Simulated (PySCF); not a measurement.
## How methods differ on the fine-structure interval of I

I [Kr] 4d10 5s2 5p5 [5p1/2^2 5p3/2^3, M_J = 3/2] → I [Kr] 4d10 5s2 5p5 [5p1/2^1 5p3/2^4, M_J = 1/2], as a difference of total energies. Computed with PySCF 2.14 in x2c-TZVPall-2c with one added diffuse shell each of s, p, d, f type (9s10p6d3f, 90 functions), with the two-component X2C-1e Hamiltonian. Correlated levels: [Ar] 3d10 frozen; the 6 highest virtual spinors dropped. "Screened" scales the spin-orbit matrix elements by Boettger's factors to mimic the two-electron term; Breit and QED terms are absent.

| method | fine-structure interval (cm⁻¹) |
| --- | --- |
| GHF (screened spin-orbit) | 7136.0 |
| GMP2 (screened spin-orbit) | 7902.3 |
| GHF (bare spin-orbit) | 7430.7 |

Errors of the correlated levels include the incompleteness of this basis and the frozen core.

For comparison: 7603.1 cm⁻¹ (measured; NIST Handbook of Basic Atomic Spectroscopic Data (Sansonetti and Martin, J. Phys. Chem. Ref. Data 34, 1559 (2005))).
